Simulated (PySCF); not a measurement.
Isomers of C8H7N, one GFN2-xTB conformer each. Single-point energies are computed at PBE0/pcSseg-1 (PySCF, gas phase, no added dispersion term), electronic only.

Question: Rank them by PBE0/pcSseg-1 energy, lowest first (kJ/mol).
A. ortho-tolunitrile (`c1cc(C#N)c(C)cc1`)
B. `c1ccn2cccc2c1`
C. `C=CC#Cn1cccc1`
D. `C=C1C=C(C)C(C#N)=C1`
E. `[CH:1]#[C:2]/[C:3]([CH3:4])=[C:5](\[C:6]#[N:7])[CH:8]=[CH2:9]` with C3–C5–C8–C9 180°
F. `C#CC1=CN=C(C)C=C1`

Answer: A (0.0), B (2.0), D (137.2), F (157.5), C (271.4), E (317.2).

As drawn, the lowest has an aromatic ring, which the highest lacks; the highest has a C≡C bond and a C=C bond outside aromatic rings, which the lowest lacks. Neighbours under 10 kJ/mol apart (Cc1ccccc1C#N and c1ccn2cccc2c1) can change places with a better method, another conformer or zero-point energy. GFN2-xTB itself gives, in the same order: 110.0, 0.0, 235.9, 190.5, 238.3, 398.4. GFN2-xTB puts c1ccn2cccc2c1 lowest instead; measured from each level's own lowest isomer, the values differ by up to 110.0 kJ/mol (Cc1ccccc1C#N: 110.0 against 0.0).

Question: Which frontier levels, dipoles and rotational constants go with these structures?

Answer: 
```tsv
SMILES	HOMO (eV, PBE0/pcSseg-1)	LUMO (eV)	dipole (D)	A, B, C (MHz)
Cc1ccccc1C#N	-7.63	-1.52	4.27	2927, 1527, 1010
c1ccn2cccc2c1	-5.51	-0.74	1.19	4015, 1709, 1199
C=C1C=C(C)C(C#N)=C1	-6.92	-2.68	4.80	3074, 1300, 918.7
C#Cc1ccc(C)nc1	-7.01	-1.21	1.85	5739, 1015, 866.8
C=CC#Cn1cccc1	-6.40	-1.00	0.56	7520, 722.7, 659.6
C#C/C(C)=C(\C#N)C=C	-6.92	-2.34	4.21	2391, 1390, 884.0
```

Question: As an exercise, what shares would exp(−E/RT) give at 1000 K from these electronic energies alone (no entropy, no degeneracies)?

Answer: RT = 8.314 kJ/mol: Cc1ccccc1C#N 56.0 %, c1ccn2cccc2c1 44.0 %, C=C1C=C(C)C(C#N)=C1 under 0.1 %, C#Cc1ccc(C)nc1 under 0.1 %, C=CC#Cn1cccc1 under 0.1 %, C#C/C(C)=C(\C#N)C=C under 0.1 %.
